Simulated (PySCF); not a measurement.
PbS: a composite coupled-cluster calculation

State: ¹Σ⁺, singlet, closed shell. De refers to Pb + S. RHF-based CCSD(T) in PySCF 2.14 with Pb cc-pwCVDZ-PP with ECP60, S aug-cc-pV(D+d)Z and Pb cc-pwCVTZ-PP with ECP60, S aug-cc-pV(T+d)Z (frozen core orbitals: 9; scalar-relativistic core potentials). Correlation energies are extrapolated as n⁻³ (n = 2, 3), Hartree–Fock as (n+1)·exp(−9√n). CV is the change on freezing 5 orbitals instead, in Pb cc-pwCVTZ-PP with ECP60, S cc-pwCVTZ.

| Level | Re (Å) | ωe (cm⁻¹) | ωexe (cm⁻¹) | αe (cm⁻¹) | De (eV) |
| --- | --- | --- | --- | --- | --- |
| CCSD(T)/DZ | 2.3256 | 414.8 | 1.11 | 0.000409 | 4.251 |
| CCSD(T)/TZ | 2.3017 | 431.9 | 1.10 | 0.000397 | 4.552 |
| HF/CBS | 2.2646 | 481.9 | 0.939 | 0.000338 | 2.148 |
| MP2/CBS | 2.2817 | 448.7 | n/a | 0.000367 | 4.919 |
| CCSD/CBS | 2.2769 | 459.8 | 0.962 | 0.000358 | 4.266 |
| CCSD(T)/CBS | 2.2955 | 436.8 | 1.09 | 0.000392 | 4.672 |
| CCSD(T)/CBS+CV | 2.2934 | 437.4 | 1.09 | 0.000393 | 4.686 |

How much is left between CCSD(T)/TZ and the basis-set limit, and how much do the triples give at the limit?

CCSD(T)/CBS less CCSD(T)/TZ: -6.2 mÅ in Re, +4.9 cm⁻¹ in ωe and +0.120 eV in De. CCSD(T)/CBS less CCSD/CBS: +18.6 mÅ in Re, -23.0 cm⁻¹ in ωe and +0.406 eV in De.

What do the later terms add?

CV: -2.1 mÅ in Re, +0.6 cm⁻¹ in ωe and +0.014 eV in De, each against the row above.

Measured (Huber and Herzberg, Constants of Diatomic Molecules (1979)): Re = 2.286863 Å, ωe = 429.4 cm⁻¹, ωexe = 1.3 cm⁻¹. The last row is off by 6.6 mÅ and 8.0 cm⁻¹.

The T1 diagnostic is 0.027, large enough to doubt a single reference. The open-shell atoms are computed with UHF. Spin–orbit coupling, excitations beyond (T) and corrections to the Born–Oppenheimer picture are left out, and spin–orbit coupling matters for open p, d or f shells this heavy.

The whole job (state search and all basis sets along the bond) took about 14 min on 4 threads of Intel Xeon 6975P-C (shared host), peak memory 6 GiB.
